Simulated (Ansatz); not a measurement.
```
atom    x (Å)    y (Å)   z (Å)
   H   2.5000   0.0000  0.0000
   H   1.2500   2.1650  0.0000
   H  -1.2500   2.1650  0.0000
   H  -2.5000   0.0000  0.0000
   H  -1.2500  -2.1650  0.0000
   H   1.2500  -2.1650  0.0000
```

Basis set: pcseg-2 (spherical functions). Charge 0, multiplicity 1.

Computed with Ansatz (development build ahead of 0.2.0); each method stands on the lowest determinant of its kind that the runs found. Restricted functionals stand beside restricted open-shell atoms, which can lie above the unrestricted atoms usual in DFT and then raise those values.

Question: Give the atomization energy at this shape (free ground-state atoms in the same class of orbitals less the molecule, no zero-point energy) of singlet H₆ by PBE0 (unrestricted), UHF, PBE0 (restricted).

Answer:

```tsv
method	atomization energy
PBE0 (unrestricted)	0.37 eV
UHF	0.13 eV
PBE0 (restricted)	-3.74 eV
```

Caution: the shape is not the minimum. Caution for PBE0 (unrestricted), UHF: the unrestricted determinant is a mixture of spin states. Caution for PBE0 (restricted): an unrestricted determinant lies well below; the molecule lies well above its atoms at this level.
